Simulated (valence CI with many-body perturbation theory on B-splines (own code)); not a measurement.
Sn⁹⁺: one-electron terms

Method: valence CI with perturbative core correlation (CI+MBPT): five valence electrons over a frozen Dirac-Fock core [Kr], radial functions for each j: 7 s, 7 p, 8 d, 6 f, 4 g, 1 h, with the one-electron correlation potential Σ1 (screened to all orders), the two-electron term Σ2, the three-electron term Σ3, Breit, model QED; selected single and double excitations, second order for the rest, scaled by the run's own slope (own B-spline code, finite nucleus).

No measured levels were compared; by estimate terms of the open shell hold to 2 to 4 % of their energy, and close levels can change places. Core correlation moves these levels by up to 8400 cm⁻¹, and in measured spectra 5 to 20 % of such shifts remained as error; rates that hang on mixing are uncertain with them. Among the levels kept, up to 550 cm⁻¹ of a level comes from second order outside the variational space, and about a tenth of that is noise between levels of different J, which matters for small intervals. The list stops below the first excitations out of the core. Only levels of the ground parity were solved; by the run's estimate the other parity begins above the list, which can be wrong where configurations are misplaced.

These are the spectroscopic orbitals of the CI (the correlating ones are not listed), shaped by the core and the other valence electrons. h is the expectation value of the core's Dirac-Fock operator, without the valence repulsion; Σ1 is computed up to l = 3 at one energy for each symmetry, that of its lowest orbital but kept below the first core excitation, so for empty shells it is not the orbital's own correlation shift; Breit and QED include the response of the core.

```
Orbital  h (hartree)  Σ1 (cm⁻¹)  Breit (cm⁻¹)  QED (cm⁻¹)  ⟨r⟩ (bohr)
  5s1/2      -7.2146      -8213           303         271       1.665
  6s1/2      -4.3442      -2732           141         124       2.813
  7s1/2       -2.913      -1305          76.0        67.3       4.263
  5p1/2      -6.5703      -6612           445       -20.4       1.780
  6p1/2      -4.0286      -2424           217        -9.7       2.989
  7p1/2       -2.735      -1211           121        -5.4       4.500
  5p3/2      -6.4552      -6148           258         4.6       1.816
  6p3/2      -3.9739      -2297           127         2.4       3.033
  7p3/2      -2.7045      -1157          75.0         1.4       4.553
  4d3/2       -10.29     -16462           396        -129      0.9384
  5d3/2      -5.3958      -4282           131       -26.9       2.067
  6d3/2      -3.4472      -1915          66.2       -12.9       3.421
  4d5/2      -10.228     -16139          46.7       -95.9      0.9460
  5d5/2      -5.3739      -4253          44.5       -18.5       2.076
  6d5/2      -3.4363      -1907          24.2        -8.8       3.433
  4f5/2      -7.0501     -22373          -168       -49.8       1.222
  5f5/2      -4.2384      -5822         -48.9       -18.1       2.533
  4f7/2       -7.045     -21572          -245       -45.9       1.224
  5f7/2      -4.2354      -5664         -80.7       -16.3       2.536
  5g7/2      -3.6566                     -4.7        -0.9       2.684
  5g9/2      -3.6567                     -5.6        -0.7       2.684
```

Among the shells of the start configuration 4d5, Σ1 is largest in size for 4d3/2, where it is 0.73 % of h.

Lowest root of each symmetry, sizes in configuration state functions:

```tsv
J	Parity	Roots	Reference	Variational	Second order	Change by selected CI (cm⁻¹)	Change by second order (cm⁻¹)
1/2	even	5	13	30581	1077865	-19899	-76
3/2	even	8	19	29237	2527551	-19693	-176
5/2	even	11	24	27052	3297405	-13719	-149
7/2	even	8	20	26945	3191659	-17229	-348
9/2	even	6	14	27041	3072388	-16986	-324
11/2	even	4	7	27610	3284142	-17044	-273
13/2	even	2	3	31098	2222349	-17508	-204
```
